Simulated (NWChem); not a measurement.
System: disulfane (H2S2); SMILES SS

The following NWChem deck was run.

```
start job
memory heap 200 mb stack 900 mb global 1100 mb
geometry units angstroms noautosym
  S     -0.895872     0.003737     0.493357
  S      0.895464     0.050361    -0.491537
  H     -1.530770    -0.862689    -0.307955
  H      1.543740    -0.858286     0.250075
end
basis spherical
  * library def2-svp
end
dft
  xc hfexch
  iterations 150
end
driver
  maxiter 150
end
task dft optimize
```

NWChem printed, in part:

```
             Northwest Computational Chemistry Package (NWChem) 7.3.0
             --------------------------------------------------------

                             Geometry "geometry" -> ""
                             -------------------------

 Output coordinates in angstroms (scale by  1.889725989 to convert to a.u.)

  No.       Tag          Charge          X              Y              Z
 ---- ---------------- ---------- -------------- -------------- --------------
    1 S                   16.0000    -0.89606147     0.02889603     0.49420288
    2 S                   16.0000     0.89527453     0.07552003    -0.49069112
    3 H                    1.0000    -1.53095947    -0.83752997    -0.30710912
    4 H                    1.0000     1.54355053    -0.83312697     0.25092088

 Effective nuclear repulsion energy (a.u.)      85.5729756185

                                Z-matrix (autoz)
                                --------

 Units are Angstrom for bonds and degrees for angles

      Type          Name      I     J     K     L     M      Value
      ----------- --------  ----- ----- ----- ----- ----- ----------
    1 Stretch                  1     2                       2.04477
    2 Stretch                  1     3                       1.34011
    3 Stretch                  2     4                       1.34011
    4 Bend                     1     2     4                98.15084
    5 Bend                     2     1     3                98.15081
    6 Torsion                  3     1     2     4         -95.95182

  xc_inp: hfexch multiplicative factor not found.

                           NWChem Geometry Optimization
                           ----------------------------

 maximum gradient threshold         (gmax) =   0.000450
 rms gradient threshold             (grms) =   0.000300
 maximum cartesian step threshold   (xmax) =   0.001800
 rms cartesian step threshold       (xrms) =   0.001200
 fixed trust radius                (trust) =   0.300000
 source of zmatrix                         =   autoz

          -------------------
          Energy Minimization
          -------------------

 Using diagonal initial Hessian
 Scaling for Hessian diagonals: bonds = 1.00  angles = 0.25  torsions = 0.10

          --------
          Step   0

                                 NWChem DFT Module
                                 -----------------

 Summary of "ao basis" -> "ao basis" (spherical)
 ------------------------------------------------------------------------------
       Tag                 Description            Shells   Functions and Types
 ---------------- ------------------------------  ------  ---------------------
 S                          def2-svp                 8       18   4s3p1d
 H                          def2-svp                 3        5   2s1p

[...]

      ----------------------
      Optimization converged
      ----------------------

  Step       Energy      Delta E   Gmax     Grms     Xrms     Xmax
  ---- ---------------- -------- -------- -------- -------- --------
@    4    -795.96595783 -1.8D-08  0.00000  0.00000  0.00020  0.00027
                                     ok       ok       ok       ok

                                Z-matrix (autoz)
                                --------

 Units are Angstrom for bonds and degrees for angles

      Type          Name      I     J     K     L     M      Value     Gradient
      ----------- --------  ----- ----- ----- ----- ----- ---------- ----------
    1 Stretch                  1     2                       2.07932    0.00000
    2 Stretch                  1     3                       1.33609    0.00000
    3 Stretch                  2     4                       1.33609    0.00000
    4 Bend                     1     2     4                98.38035   -0.00000
    5 Bend                     2     1     3                98.38036   -0.00000
    6 Torsion                  3     1     2     4         -90.43537   -0.00000

                         Geometry "geometry" -> "geometry"
                         ---------------------------------

 Output coordinates in angstroms (scale by  1.889725989 to convert to a.u.)

  No.       Tag          Charge          X              Y              Z
 ---- ---------------- ---------- -------------- -------------- --------------
    1 S                   16.0000    -0.92252672     0.05063022     0.48240277
    2 S                   16.0000     0.92141573     0.09680864    -0.47744425
    3 H                    1.0000    -1.52173584    -0.85954998    -0.29067786
    4 H                    1.0000     1.53465095    -0.85412976     0.23304287

 Effective nuclear repulsion energy (a.u.)      84.4335058631

                Final and change from initial internal coordinates
                --------------------------------------------------

                                Z-matrix (autoz)
                                --------

 Units are Angstrom for bonds and degrees for angles

      Type          Name      I     J     K     L     M      Value       Change
      ----------- --------  ----- ----- ----- ----- ----- ---------- ----------
    1 Stretch                  1     2                       2.07932    0.03455
    2 Stretch                  1     3                       1.33609   -0.00402
    3 Stretch                  2     4                       1.33609   -0.00402
    4 Bend                     1     2     4                98.38035    0.22951
    5 Bend                     2     1     3                98.38036    0.22955
    6 Torsion                  3     1     2     4         -90.43537    5.51646

[...]
```

Level: Hartree-Fock/def2-SVP.
